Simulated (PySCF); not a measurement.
## Correlation energy of Te²⁺ (tellurium, charge +2)

[Kr] 4d10 5s2 5p2, high-spin 3P determinant. Calculation: PySCF 2.14, in aug-cc-pVDZ-PP with ECP28MDF (5s4p3d, 32 functions); a scalar-relativistic core potential. Frozen: 4s2 4p6 4d10; 4 electrons correlated.

```json
{"level": "CCSD", "correlation energy (mhartree)": "-50.85"}
{"level": "(T)", "correlation energy (mhartree)": "-0.50"}
{"level": "CCSD(T)", "correlation energy (mhartree)": "-51.35"}
{"level": "CCSDT", "correlation energy (mhartree)": "-51.52"}
{"level": "FCI", "correlation energy (mhartree)": "-51.55"}
```

Diagnostics: T1 = 0.0062, D1 = 0.0169, largest double amplitude 0.094, weight of the Hartree-Fock determinant in FCI 0.9580 (40733 determinants).

Task: Is a single reference adequate?

Result: Mostly. T1 lies below 0.03, but a double amplitude of this size points to a near-degeneracy that CCSD handles and MP2 describes poorly.
